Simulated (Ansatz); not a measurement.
Basis-set extrapolation for C2H7FSi, SMILES `CC(F)[SiH3]` (PBE0-D4/def2-TZVP geometry, frozen core, Ansatz). Multiplicity 1, RHF reference.

|  | def2-TZVPP | def2-QZVPP |
| --- | --- | --- |
| HF | -468.254612 | -468.271873 |
| MP2 correlation | -0.727685 | -0.783755 |
| CCSD(T) correlation | -0.799872 | not run |

Energies in hartree. Use E(X) = E(∞) + A·exp(−7.88·√X) for Hartree–Fock and E(X) = E(∞) + B·X^(−2.97) for correlation, with X = 3 and 4, and add CCSD(T) minus MP2 of the smaller set to the MP2 limit.

Task: What is the CCSD(T) energy at the basis-set limit?

Result: HF limit: -468.271873 + (-0.017261) × 0.13774 = -468.27425. MP2 limit: -0.783755 + (-0.056070) × 0.74074 = -0.82529. Higher-order term: -0.799872 − (-0.727685) = -0.07219. Total: -469.17173 hartree, 307.8 kJ/mol below CCSD(T)/def2-TZVPP.
